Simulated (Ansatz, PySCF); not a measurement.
Breaking the Si1–H2 bond in H2OSi (SMILES O[SiH]) (multiplicity 1 held, fragments rigid). Energies count from the point at 1.545 Å.
Geometry at that point (charge 0, multiplicity 1):
```xyz
4

Si    -0.378    -0.335     0.394
H     -1.537    -0.168    -0.614
O      0.783     0.496    -0.450
H      0.564     0.885    -1.304
```

U- levels take the lowest unrestricted solution at each point, which mixes spins at long bonds. Levels need not reach the same state.

Rows in 6-31G* carry no dispersion term and start afresh at each structure (6-31G* with six Cartesian d functions).

Run with Ansatz (a first-principles code); PySCF for 6-31G* rows. 

Problem. One of these levels gives 148.25 kcal/mol for the energy at R = 4.946 Å. Which one is it?
A) U-HF/6-31G*
B) U-PBE/cc-pV(T+d)Z
C) R-HF/6-31G*

Solution. C, R-HF/6-31G*. The others give 57.10 (U-HF/6-31G*), 73.83 (U-PBE/cc-pV(T+d)Z)

Doubts at one or more of the structures used: a restricted determinant that unrestricted orbitals would lower (R-HF/6-31G*); a spin-contaminated determinant (U-HF/6-31G*, U-PBE/cc-pV(T+d)Z).
